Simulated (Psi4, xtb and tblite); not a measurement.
Conformational energy of SMILES O[SiH2][SiH2]F (H5FOSi2). Scanned: dihedral H5–O1–Si2–Si3; all other coordinates were relaxed at GFN2-xTB. Points at φ and −φ are mirror images. Heavy atoms are numbered in the order of the SMILES O[SiH2][SiH2]F, hydrogens after them in the order of the atoms that carry them; the mirror image has the same energies with the sign of each dihedral reversed.

Levels of theory: MP2/cc-pVTZ = DF-MP2 (frozen core)/cc-pVTZ // GFN2-xTB run with Psi4; PBE/def2-TZVP // GFN2-xTB (Psi4); GFN2-xTB (xtb and tblite).

Energies in kJ/mol, each method relative to its own lowest point.

| φ / ° | MP2/cc-pVTZ | PBE/def2-TZVP | GFN2-xTB |
|---|---|---|---|
| -165 | 0.27 | 0.15 | 0.72 |
| -150 | 0.95 | 0.52 | 2.60 |
| -135 | 1.87 | 1.02 | 4.87 |
| -120 | 2.54 | 1.31 | 6.67 |
| -105 | 2.71 | 1.24 | 7.40 |
| -90 | 2.55 | 0.96 | 7.13 |
| -75 | 2.41 | 0.74 | 6.53 |
| -60 | 2.68 | 0.95 | 6.37 |
| -45 | 3.42 | 1.63 | 6.99 |
| -30 | 4.50 | 2.67 | 8.19 |
| -15 | 5.53 | 3.71 | 9.37 |
| 0 | 6.01 | 4.20 | 9.86 |
| 15 | 5.53 | 3.71 | 9.37 |
| 30 | 4.50 | 2.67 | 8.19 |
| 45 | 3.42 | 1.63 | 6.99 |
| 60 | 2.68 | 0.95 | 6.37 |
| 75 | 2.41 | 0.74 | 6.53 |
| 90 | 2.55 | 0.96 | 7.13 |
| 105 | 2.71 | 1.24 | 7.40 |
| 120 | 2.54 | 1.31 | 6.67 |
| 135 | 1.87 | 1.02 | 4.87 |
| 150 | 0.95 | 0.52 | 2.60 |
| 165 | 0.27 | 0.15 | 0.72 |
| 180 | 0.00 | 0.00 | 0.00 |
